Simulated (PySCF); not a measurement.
Electron correlation in Nb (niobium, neutral)

[Kr] 4d3 5s1 6s1, high-spin 6F determinant (an excited configuration). Computed with PySCF 2.14 in aug-cc-pVDZ-PP with ECP28MDF (5s5p4d2f, 54 functions), with a scalar-relativistic core potential. Frozen: 4s2 4p6; 5 electrons correlated.

| level | correlation energy (mhartree) |
| --- | --- |
| CCSD | -32.03 |
| (T) | -0.46 |
| CCSD(T) | -32.49 |

Diagnostics: T1 = 0.0069, D1 = 0.0166, largest double amplitude 0.056.

The outer electron is Rydberg-like, and this basis confines it to a smaller radius and binds it less than a complete one would.

Cost of the coupled-cluster step: roughly 0.9 core-seconds, for 5 correlated electrons.

Iterations:

```
CC2 = 0
CCSD nocc = (np.int64(5), np.int64(0)), nmo = (50, 50)
frozen orbitals [[0, 1, 2, 3], [0, 1, 2, 3]]
max_cycle = 100
direct = 0
conv_tol = 1e-08
conv_tol_normt = 1e-06
diis_space = 8
diis_start_cycle = 0
Init t2, MP2 energy = -0.0244031190244596
Init E_corr(UCCSD) = -0.0244031190245297
cycle = 1  E_corr(UCCSD) = -0.0297664430784164  dE = -0.00536332405  norm(t1,t2) = 0.0393325
cycle = 2  E_corr(UCCSD) = -0.0311654221887051  dE = -0.00139897911  norm(t1,t2) = 0.0175834
cycle = 3  E_corr(UCCSD) = -0.032069013904804  dE = -0.000903591716  norm(t1,t2) = 0.00920964
cycle = 4  E_corr(UCCSD) = -0.032072615592274  dE = -3.60168747e-06  norm(t1,t2) = 0.0135368
cycle = 5  E_corr(UCCSD) = -0.0319971731883591  dE = 7.54424039e-05  norm(t1,t2) = 0.00715435
cycle = 6  E_corr(UCCSD) = -0.0320283490661759  dE = -3.11758778e-05  norm(t1,t2) = 0.00159834
cycle = 7  E_corr(UCCSD) = -0.0320194094252275  dE = 8.93964095e-06  norm(t1,t2) = 0.000859715
cycle = 8  E_corr(UCCSD) = -0.0320322068519803  dE = -1.27974268e-05  norm(t1,t2) = 0.000181162
cycle = 9  E_corr(UCCSD) = -0.0320271512975587  dE = 5.05555442e-06  norm(t1,t2) = 5.74949e-05
cycle = 10  E_corr(UCCSD) = -0.0320288400295249  dE = -1.68873197e-06  norm(t1,t2) = 2.61826e-05
cycle = 11  E_corr(UCCSD) = -0.0320287290890325  dE = 1.10940492e-07  norm(t1,t2) = 2.28747e-05
cycle = 12  E_corr(UCCSD) = -0.0320288210800033  dE = -9.19909709e-08  norm(t1,t2) = 0.00010868
cycle = 13  E_corr(UCCSD) = -0.032028808318959  dE = 1.27610443e-08  norm(t1,t2) = 8.45165e-06
cycle = 14  E_corr(UCCSD) = -0.0320287841638982  dE = 2.41550608e-08  norm(t1,t2) = 3.43812e-05
cycle = 15  E_corr(UCCSD) = -0.0320287965525408  dE = -1.23886425e-08  norm(t1,t2) = 4.57601e-06
cycle = 16  E_corr(UCCSD) = -0.0320287886501899  dE = 7.90235091e-09  norm(t1,t2) = 2.18737e-06
cycle = 17  E_corr(UCCSD) = -0.0320287837034383  dE = 4.94675156e-09  norm(t1,t2) = 8.74207e-07
UCCSD converged
E(UCCSD) = -56.03371271017826  E_corr = -0.03202878370343831
UCCSD(T) correction = -0.000461132542876906
```
